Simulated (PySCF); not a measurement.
Species: C5H7N2 (charge +1).
Numbering: `[CH3:1][n+:2]1[cH:3][cH:4][n:5][cH:6][cH:7]1` (hydrogens: H8, H9, H10 on C1; H11 on C3; H12 on C4; H13 on C6; H14 on C7)

Computed with core-valence-separated Tamm–Dancoff BHandHLYP/aug-pcX-1 (pcseg-1 on H) in PySCF, non-relativistic, gas phase, PBE0-D3(BJ)/def2-SVP geometry. Absolute energies from this functional tend to lie a few eV below measured edges; no shift was applied.

(1) Give energies, oscillator strengths and core holes at the N K edge.

(2) What does the C 1s absorption edge look like?

Results:

(1) 
| E (eV) | f | core hole on | main final orbital | polarisation |
| --- | --- | --- | --- | --- |
| 395.58 | 0.0635 | N5 | LUMO (82 %) | – |
| 398.64 | 0.0525 | N2 | LUMO (91 %) | normal to the local trigonal plane |
| 399.54 | 0.0000 | N5 | LUMO+1 (99 %) | – |
| 402.59 | 0.0000 | N2 | LUMO+1 (99 %) | – |
| 402.88 | 0.0010 | N5 | LUMO+2 (60 %) | – |
| 403.18 | 0.0127 | N5 | LUMO+9 (31 %) | – |
| 403.86 | 0.0019 | N5 | LUMO+5 (36 %) | – |
| 403.97 | 0.0011 | N5 | LUMO+3 (79 %) | – |
| 404.02 | 0.0016 | N5 | LUMO+2 (31 %) | – |
| 404.36 | 0.0052 | N5 | LUMO+10 (44 %) | – |
| 404.39 | 0.0009 | N5 | LUMO+6 (56 %) | – |

The first line with a tenth or more of the strongest one's intensity is at 395.58 eV (f = 0.063), with the hole on N5 (ring nitrogen). It is also the strongest listed.

(2) 
```csv
E (eV),f,core hole on,main final orbital,polarisation
283.11,0.0334,C7,LUMO (62 %),normal to the local trigonal plane
283.14,0.1092,C3 + C4,"LUMO (2 roots, f summed)",–
283.18,0.1068,C6,LUMO+1 (52 %),normal to the local trigonal plane
284.65,0.0054,C6,LUMO (67 %),normal to the local trigonal plane
284.72,0.0067,C4,LUMO (59 %),normal to the local trigonal plane
284.97,0.0001,C1,LUMO (98 %),–
285.98,0.0051,C7,LUMO+1 (63 %),normal to the local trigonal plane
286.01,0.0059,C3,LUMO+1 (60 %),normal to the local trigonal plane
286.67,0.0575,C1,LUMO+2 (31 %),–
286.84,0.0026,C1,LUMO+1 (96 %),–
287.95,0.0074,C1,LUMO+2 (36 %),–
288.19,0.0335,C1,spread,–
288.46,0.0431,C3/C7,"LUMO+2 (2 roots, f summed)",–
288.50,0.0555,C4/C6,"LUMO+2 (2 roots, f summed)",–
288.59,0.0432,C1,LUMO+6 (38 %),–
289.38,0.0124,C4/C6,"LUMO+2/LUMO+5 (2 roots, f summed)",–
289.54,0.0022,C1,LUMO+5 (46 %),–
289.67,0.0071,C7,LUMO+5 (62 %),in the local trigonal plane
289.75,0.0062,C3,LUMO+5 (56 %),in the local trigonal plane
```

The first line with a tenth or more of the strongest one's intensity is at 283.11 eV (f = 0.033), with the hole on C7 (aromatic CH next to a ring nitrogen), polarised normal to the local trigonal plane: a 1s→π* resonance. The strongest listed is at 283.14 eV (f = 0.109, sum of 2; C3 + C4).

Roots within 0.03 eV whose holes lie on the same, on equivalent or on shared atoms are summed into one line, and the highest roots are left out, as the search may have cut off their partners. Final orbitals are the ground state's empty Kohn–Sham orbitals. A dash: too weak, shared between unlike atoms, or no plane or axis to refer to.

**Question.** What are the wavelength and the wavenumber of the 398.64 eV line?

**Answer.** λ = 12398.42 eV Å/398.64 eV = 31.102 Å; 3.2152 × 10⁶ cm⁻¹.

The list ends where the root search ended, not at a threshold.
